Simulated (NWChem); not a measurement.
System: SnBrCl, singlet; SMILES [Cl][Sn][Br]

Input file for NWChem:

```
start job
memory heap 200 mb stack 900 mb global 1100 mb
geometry units angstroms noautosym nocenter noautoz
  Sn     0.674694    -0.593985     0.000000
  Cl    -1.348063    -1.863646     0.000000
  Br    -0.301778     1.749152     0.000000
end
basis spherical
  * library def2-svpd
end
ecp
  Sn library def2-ecp
end
dft
  xc xcamb88 1.00 lyp 1.0 hfexch 1.00
  cam 0.33 cam_alpha 0.0 cam_beta 1.0
  iterations 150
end
property
  response 1 0.0
end
task dft property
```

Low-valent species are run as closed-shell singlets; no triplet was tried in these runs. The geometry was optimised at PBE0/def2-SVP. def2 effective core potentials on Sn; no spin-orbit coupling.

Static field.

### Question
What results follow from this input? (LC-BLYP (range parameter 0.33 per bohr)/def2-SVPD with def2 effective core potentials on Sn.) Quantities: isotropic polarisability (bohr³); anisotropy (bohr³).

### Answer
```
Item                              Result
--------------------------------  ------
isotropic polarisability (bohr³)    79.0
anisotropy (bohr³)                  37.2
```
